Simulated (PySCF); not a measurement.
Exercise with solution: oscillator strength and radiative lifetime

pent-1-en-4-yne (C5H6), SMILES C(CC=C)#C.

Coordinates come from a B3LYP-D3(BJ)/def2-SVP optimisation. One conformer was computed; it need not be the lowest.

TDDFT-M06-2X/def2-SVPD (PySCF) puts the first singlet state with f over 0.02 at 6.97 eV (vertical), with the transition dipole (-0.508, 0.016, -0.041) in atomic units.

Q: Find the oscillator strength, the wavelength and the radiative lifetime that this transition would have in vacuum if emission retraced absorption.

A: 
|μ|² = 0.2600 au, so |μ| = 1.30 D. ΔE = 6.97/27.211 = 0.2561 hartree. f = (2/3) ΔE |μ|² = 0.044 (the program prints 0.044).
λ = 1239.84/6.97 = 178 nm; ν = 56217 cm⁻¹.
Einstein's coefficient A = 0.6670 ν² f s⁻¹ (ν in cm⁻¹) = 9.4e7 s⁻¹, so τ = 1/A = 11 ns. This state is S2; the lower singlet has f = 0.000. The figure is the radiative limit of this one transition; relaxation, internal conversion, crossing to triplets and a medium change what is measured.
